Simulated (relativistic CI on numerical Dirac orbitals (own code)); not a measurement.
**Calculated levels, Nd²⁴⁺**

These numbers are calculated, not measured: Dirac-Coulomb-Breit CI, KLI orbitals optimised for each configuration, a model potential for QED, unscaled Slater integrals (own radial code, finite nucleus).

CI space (outside the closed core [Ar] 3d10): 4s²4p⁶, 4s²4p⁵4d, 4s4p⁶4d, 4s²4p⁵4f, 4s4p⁶4f, 4s²4p⁵5s, 4s²4p⁵5p, 4p⁶4d4f, 4p⁶4d², 4p⁵4d³, 4p⁵4d²4f, 4p⁵4d²5s, 4p⁵4d²5p, 4p⁶4f², 4p⁵4d4f², 4p⁵4f³, 4p⁵4f²5s, 4p⁵4f²5p. Double excitations out of closed p, d and f shells are left out; levels of such configurations are missing from the list, as are those of other unlisted configurations, and high levels can miss mixing partners.

```
No.  Configuration  Term  J  E (cm⁻¹)    %  Landé g      jj configuration (%)
  1         4s²4p⁶    ¹S  0         0  100                       closed (100)
  2       4s²4p⁵4d   ³P°  0    806427  100                4p3/2^3 4d3/2 (100)
  3       4s²4p⁵4d   ³P°  1    825921   84    1.335        4p3/2^3 4d3/2 (85)
  4       4s²4p⁵4d   ³F°  3    849495   64    1.080        4p3/2^3 4d3/2 (98)
  5       4s²4p⁵4d   ³D°  2    856109   50    1.162        4p3/2^3 4d3/2 (90)
  6       4s²4p⁵4d   ³F°  4    874564  100    1.248       4p3/2^3 4d5/2 (100)
  7       4s²4p⁵4d   ¹D°  2    889719   49    1.136        4p3/2^3 4d5/2 (89)
  8       4s²4p⁵4d   ³D°  3    923548   66    1.219        4p3/2^3 4d5/2 (99)
  9       4s²4p⁵4d   ³D°  1    989568   71    0.715        4p3/2^3 4d5/2 (60)
 10       4s²4p⁵4d   ³F°  2   1070830   66    0.788  4p1/2 4p3/2^4 4d3/2 (99)
 11       4s²4p⁵4d   ³D°  2   1122779   44    1.239  4p1/2 4p3/2^4 4d5/2 (98)
 12       4s²4p⁵4d   ¹F°  3   1135679   39    1.112  4p1/2 4p3/2^4 4d5/2 (99)
 13       4s²4p⁵4d   ¹P°  1   1241846   84    0.944  4p1/2 4p3/2^4 4d3/2 (72)
 14        4s4p⁶4d    ³D  1   1646119   89    0.497             4s 4d3/2 (89)
 15        4s4p⁶4d    ³D  2   1662397   87    1.157             4s 4d3/2 (71)
 16        4s4p⁶4d    ³D  3   1697918   91    1.330             4s 4d5/2 (91)
 17        4s4p⁶4d    ¹D  2   1775427   96    1.004             4s 4d5/2 (75)
 18       4s²4p⁵4f    ³G  5   1928286  100    1.198       4p3/2^3 4f7/2 (100)
 19       4s²4p⁵4f    ³G  4   1933988   63    1.043        4p3/2^3 4f5/2 (99)
 20       4s²4p⁵4f    ³D  1   1936026   89    0.497        4p3/2^3 4f5/2 (89)
 21       4s²4p⁵4f    ³D  2   1946892   70    1.062        4p3/2^3 4f5/2 (68)
 22       4s²4p⁵4f    ³F  3   1953531   43    0.970        4p3/2^3 4f5/2 (98)
 23       4s²4p⁵4f    ³D  3   1961316   44    1.168        4p3/2^3 4f7/2 (93)
 24       4s²4p⁵4f    ³F  4   1968936   64    1.160        4p3/2^3 4f7/2 (99)
 25       4s²4p⁵4f    ¹D  2   1996220   54    0.879        4p3/2^3 4f7/2 (71)
 26       4s²4p⁵4f    ³G  3   2163867   66    0.843  4p1/2 4p3/2^4 4f5/2 (98)
 27       4s²4p⁵4f    ³D  3   2182050   45    1.180  4p1/2 4p3/2^4 4f7/2 (97)
 28       4s²4p⁵4f    ¹G  4   2182200   35    1.092  4p1/2 4p3/2^4 4f7/2 (99)
 29       4s²4p⁵4f    ¹D  2   2206851   46    0.888  4p1/2 4p3/2^4 4f5/2 (97)
 30       4s²4p⁵5s   ³P°  2   2708985  100    1.499          4p3/2^3 5s (100)
```

Energies count from the lowest computed level; ° marks odd parity. Filled j subshells are mostly left out of the jj labels.

The mean weight of the leading LS term, summed over parents, in these 30 levels is 70 %, and that of the leading jj configuration (from the same eigenvectors) 91 %, so jj coupling describes them better and the LS labels are nominal.

At this charge energies of transitions that change n are usually good to better than 1 %, and those within a shell (Δn = 0) to a few per cent.

LS names give the leading component of a level, which can be under half, so a name can repeat, a term be missing and a line seem to break the LS rules.
